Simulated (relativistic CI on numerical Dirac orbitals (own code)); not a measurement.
# Zr19+: sensitivity of the levels to the model

Base calculation: Dirac-Coulomb-Breit CI, orbitals from a KLI potential per configuration, model QED, unscaled Slater integrals.

Configurations in the expansion (outside the closed core [Ne]): 3s2 3p6 3d3, 3s2 3p5 3d4, 3s 3p6 3d4, 3s2 3p6 3d2 4s, 3s2 3p6 3d2 4p, 3s2 3p6 3d2 4d, 3s2 3p6 3d2 4f, 3s2 3p5 3d3 4s, 3s2 3p5 3d3 4p, 3s2 3p6 3d 4s 4p, 3s2 3p6 3d2 5s, 3s2 3p6 3d2 5p, 3s 3p6 3d3 4s, 3s2 3p6 3d2 5d, 3s2 3p6 3d 4p 4d, 3s 3p6 3d3 4p, 3s2 3p6 3d2 5f, 3s2 3p6 3d2 5g, 3p6 3d4 4p, 3s 3p6 3d3 4d, 3s2 3p6 3d2 6s, 3s2 3p6 3d2 6p, 3s2 3p6 3d2 6f, 3p6 3d5, 3p5 3d6, 3s2 3p6 3d 4s2, 3s2 3p6 4s2 4p, 3s2 3p6 4s2 4d, 3s2 3p6 4s2 4f, 3s2 3p6 3d 4p2, 3s2 3p6 4s 4p2, 3s2 3p6 4p3, 3s2 3p6 4p2 4d, 3s2 3p6 4p2 4f, 3s2 3p6 3d 4s 4d, 3s2 3p6 4s 4p 4d, 3s2 3p6 4s 4d2, 3s2 3p6 4s 4d 4f, 3p6 3d4 4s, 3p5 3d5 4s, 3s2 3p6 3d 4d2, 3s2 3p6 4p 4d2, 3s2 3p6 4d3, 3s2 3p6 4d2 4f. Double excitations out of closed p, d and f shells are left out; levels of such configurations are missing from the list, as are those of other unlisted configurations, and high levels can miss mixing partners. These lack a partner that the ground configuration has and come out too high: 3s2 3p5 3d3 4p.

The lowest level and the first level of each name with at least 55 % of one term (blank where a level has no safe partner in the second run):

```tsv
Level	Base (cm⁻¹)	Shift (cm⁻¹)
3s2 3p6 3d3 4F_3/2	0	0
3s2 3p6 3d3 4F_5/2	11827	-11827
3s2 3p6 3d3 4F_7/2	23899	-23899
3s2 3p6 3d3 4F_9/2	34882	-34882
3s2 3p6 3d3 4P_3/2	56622	-7839
3s2 3p6 3d3 4P_1/2	60627	-11844
3s2 3p6 3d3 2G_7/2	71756	-18278
3s2 3p6 3d3 4P_5/2	77743	-28959
3s2 3p6 3d3 2P_1/2	95514	-25177
3s2 3p6 3d3 2H_11/2	102725	-29827
3s2 3p6 3d3 2D_5/2	109158	-34586
3s2 3p6 3d3 2P_3/2	122895	
3s2 3p6 3d3 2F_7/2	145390	-24546
3s2 3p6 3d3 2F_5/2	147651	-26807
3s2 3p5 3d4 6D°_7/2	904070	-63780
3s2 3p5 3d4 6D°_5/2	904739	-64449
3s2 3p5 3d4 6D°_9/2	908114	-67824
3s2 3p5 3d4 6D°_3/2	909751	-69461
3s2 3p5 3d4 6D°_1/2	919724	-79434
3s2 3p5 3d4 6F°_11/2	956825	-55732
3s2 3p5 3d4 6F°_9/2	974783	-73691
3s2 3p5 3d4 4D°_1/2	985768
```

At this charge energies of transitions that change n are usually good to better than 1 %, and those within a shell (Δn = 0) to a few per cent. Terms inside the open d or f shell come out 10 to 20 % too wide with unscaled integrals.

Task: One thing was changed in a second run, which moved the levels as shown. Which?
A. configuration mixing switched off
B. Breit term removed
C. P86 correlation estimate
D. one mean potential for all configurations
E. QED terms removed
F. non-relativistic limit

Result: F. Non-relativistic limit. Without relativity the fine structure collapses and s electrons lose their extra binding.

LS names give the leading component of a level, which can be under half, so a name can repeat, a term be missing and a line seem to break the LS rules.
